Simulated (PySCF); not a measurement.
A structure optimised at B3LYP-D3(BJ)/def2-SVP, used in a PySCF frequency run:

```xyz
9

B     -0.0878    -0.4165     0.0000
Cl     0.1462     1.3680     0.0000
C      1.1751    -1.3521     0.0000
H      1.8047    -1.1445     0.8817
H      0.9248    -2.4252     0.0000
H      1.8047    -1.1445    -0.8817
N     -1.4001    -0.8858     0.0000
H     -1.6242    -1.8736     0.0000
H     -2.2061    -0.2719     0.0000
```

Problem. Write its SMILES, formula and point group.

Solution. CB(N)Cl, CH5BClN, Cs

Problem. What are its rotational constants (standard atomic weights)?

Solution. 8.2497, 4.4263, 2.9331 GHz
